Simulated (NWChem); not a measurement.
System: CH$_{4}$FNOW; SMILES [CH3][W](=[NH])(=[O])[F]

NWChem input:

```
start job
memory heap 200 mb stack 900 mb global 1100 mb
geometry units angstroms
  W      0.042205     0.003131    -0.048952
  O      1.655763     0.269740     0.355785
  N     -0.198202    -1.133507    -1.407807
  H     -0.063492    -1.762717    -2.203732
  F     -1.033136     1.536630    -0.076284
  C     -0.746692    -1.064834     1.703960
  H     -1.157848    -2.079638     1.594489
  H     -1.591285    -0.417489     2.035712
  H     -0.042587    -1.116171     2.551164
end
basis spherical
  * library def2-svp
end
ecp
  W library def2-ecp
end
dft
  xc pbe0
  iterations 150
end
driver
  maxiter 120
end
task dft optimize
```

Output (shortened):

```
             Northwest Computational Chemistry Package (NWChem) 7.3.0
             --------------------------------------------------------

 C1  symmetry detected

                             Geometry "geometry" -> ""
                             -------------------------

 Output coordinates in angstroms (scale by  1.889725989 to convert to a.u.)

  No.       Tag          Charge          X              Y              Z
 ---- ---------------- ---------- -------------- -------------- --------------
    1 W                   74.0000     0.09604212     0.01532382     0.02865398
    2 O                    8.0000     0.44020902    -0.43638310     1.61483551
    3 N                    7.0000     1.10197300    -0.79992123    -1.20410997
    4 H                    1.0000     1.81127418    -1.35663849    -1.68836852
    5 F                    9.0000    -0.17639507     1.85001844    -0.23287636
    6 C                    6.0000    -1.92524836    -0.78748889    -0.29613014
    7 H                    1.0000    -2.10421104    -1.53227034    -1.08615119
    8 H                    1.0000    -2.51440921     0.11619549    -0.57665877
    9 H                    1.0000    -2.39620830    -1.19596849     0.61353745

 Effective nuclear repulsion energy (a.u.)     775.4318317592

                                Z-matrix (autoz)
                                --------

 Units are Angstrom for bonds and degrees for angles

[...]

      ----------------------
      Optimization converged
      ----------------------

  Step       Energy      Delta E   Gmax     Grms     Xrms     Xmax
  ---- ---------------- -------- -------- -------- -------- --------
@   23    -337.04478996 -7.9D-09  0.00009  0.00002  0.00036  0.00086
                                     ok       ok       ok       ok

                                Z-matrix (autoz)
                                --------

 Units are Angstrom for bonds and degrees for angles

      Type          Name      I     J     K     L     M      Value     Gradient
      ----------- --------  ----- ----- ----- ----- ----- ---------- ----------
    1 Stretch                  1     2                       1.70089   -0.00009
    2 Stretch                  1     3                       1.74521    0.00005
    3 Stretch                  1     5                       1.87972    0.00002
    4 Stretch                  1     6                       2.10550   -0.00001
    5 Stretch                  3     4                       1.01646    0.00002
    6 Stretch                  6     7                       1.10040    0.00000
    7 Stretch                  6     8                       1.10270    0.00001
    8 Stretch                  6     9                       1.10377   -0.00000
    9 Bend                     1     3     4               149.47810   -0.00000
   10 Bend                     1     6     7               111.99781    0.00001
   11 Bend                     1     6     8               109.61496   -0.00000
   12 Bend                     1     6     9               108.96396   -0.00000
   13 Bend                     2     1     3               109.42427   -0.00000
   14 Bend                     2     1     5               115.33621   -0.00001
   15 Bend                     2     1     6               104.16204   -0.00001
   16 Bend                     3     1     5               112.24880    0.00000
   17 Bend                     3     1     6               102.92561    0.00001
   18 Bend                     5     1     6               111.74747    0.00000
   19 Bend                     7     6     8               108.25057   -0.00000
   20 Bend                     7     6     9               108.46308   -0.00000
   21 Bend                     8     6     9               109.51651    0.00000
   22 Torsion                  2     1     3     4          -3.35456    0.00000
   23 Torsion                  2     1     6     7         -55.86701   -0.00000
   24 Torsion                  2     1     6     8        -176.03529   -0.00000
   25 Torsion                  2     1     6     9          64.13168   -0.00000
   26 Torsion                  3     1     6     7          58.32604   -0.00000
   27 Torsion                  3     1     6     8         -61.84224   -0.00000
   28 Torsion                  3     1     6     9         178.32474   -0.00000
   29 Torsion                  4     3     1     5         126.02934   -0.00001
   30 Torsion                  4     3     1     6        -113.66492    0.00001
   31 Torsion                  5     1     6     7         178.97591    0.00001
   32 Torsion                  5     1     6     8          58.80763    0.00001
   33 Torsion                  5     1     6     9         -61.02539    0.00001

                         Geometry "geometry" -> "geometry"
                         ---------------------------------

 Output coordinates in angstroms (scale by  1.889725989 to convert to a.u.)

[...]
```

Level: PBE0/def2-SVP with def2 effective core potentials on W. Not confirmed as a minimum by frequencies. def2 effective core potentials on W; no spin-orbit coupling.
